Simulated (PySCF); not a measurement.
Predicted microwave data (PBE0/pcSseg-1 in PySCF (dipole) on a GFN2-xTB geometry, gas phase) for one isomer of C4H11ClP2Si:

- Rotational constants: A = 1177, B = 692.5, C = 633.2 MHz
- Dipole components: |μa| = 0.75 D, |μb| = 1.24 D, |μc| = 1.65 D
- Inertial defect: -361.11 u·Å²
- κ: -0.78

**Question.** Which candidate fits, each taken in the one conformer that was computed?
A. `[CH2:1]=[C:2]([CH3:3])[CH2:4][Si:5]([PH2:6])([PH2:7])[Cl:8]` with C1–C2–C4–Si5 -91°, C2–C4–Si5–P6 25°, C4–Si5–P6–H 170° and 78°, C4–Si5–P7–H -54° and 38°
B. `[CH2:1]=[CH:2][CH2:3][CH2:4][Si:5]([PH2:6])([PH2:7])[Cl:8]` with C1–C2–C3–C4 1°, C2–C3–C4–Si5 179°, C3–C4–Si5–P6 63°, C4–Si5–P6–H 169° and 77°, C4–Si5–P7–H -69° and -162°
C. `[PH2:1][Si:2]([PH2:3])([Cl:4])[CH2:5][CH:6]1[CH2:7][CH2:8]1` with H–P1–Si2–P3 -53° and 39°, P1–Si2–P3–H 32° and -61°, P1–Si2–C5–C6 38°, Si2–C5–C6–C7 153°

**Answer.** A. It is C=C(C)C[Si](P)(P)Cl, an asymmetric top, point group C1. The candidates at the same level (rigid rotor, commonest isotopes):

```json
{"SMILES": "P[Si](P)(Cl)CC1CC1", "A (MHz)": "1173", "B (MHz)": "626.8", "C (MHz)": "601.9", "μa (D)": "0.07", "μb (D)": "0.87", "μc (D)": "1.74", "Δ (u·Å²)": "-397.65", "point group": "C1", "rotor": "near-prolate asymmetric top"}
{"SMILES": "C=CCC[Si](P)(P)Cl", "A (MHz)": "1077", "B (MHz)": "547.9", "C (MHz)": "545.1", "μa (D)": "0.23", "μb (D)": "0.10", "μc (D)": "0.04", "Δ (u·Å²)": "-464.54", "point group": "near Cs", "rotor": "–"}
{"SMILES": "C=C(C)C[Si](P)(P)Cl", "A (MHz)": "1177", "B (MHz)": "692.5", "C (MHz)": "633.2", "μa (D)": "0.75", "μb (D)": "1.24", "μc (D)": "1.65", "Δ (u·Å²)": "-361.11", "point group": "C1", "rotor": "asymmetric top"}
```

`P[Si](P)(Cl)CC1CC1` has B 9 % too low; `C=CCC[Si](P)(P)Cl` has B 21 % too low. No structure here is proved a minimum.
